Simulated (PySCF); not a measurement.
# CsRb, PBE0: how much the basis matters

PySCF, UKS reference; singlet, unpaired electrons none; De to Cs + Rb without counterpoise correction.

```tsv
basis	relativity	functions	Re (Å)	ωe (cm⁻¹)	De (eV)	μ (D)
def2-SVP	scalar-relativistic core potentials	48	4.533	48.4	0.43	-1.30
def2-SVPD	scalar-relativistic core potentials	54	4.533	48.4	0.43	-1.30
x2c-TZVPall	spin-free X2C	132	4.519	49.7	0.45	-1.48
```

(1) How does each smaller set differ from the one with most functions, x2c-TZVPall?

A positive dipole means Cs(−)Rb(+). Closed-shell solutions of metal pairs were not tested for spin polarisation, which can lower them a little. Spin–orbit coupling is left out.

Results:

(1) def2-SVP: +1.4 pm, -2.6 % in ωe, -0.02 eV in De; def2-SVPD: +1.4 pm, -2.6 % in ωe, -0.02 eV in De. All at PBE0; the set with most functions is neither the basis-set limit nor always the best. The rows treat relativity differently, so the differences are not basis effects alone.
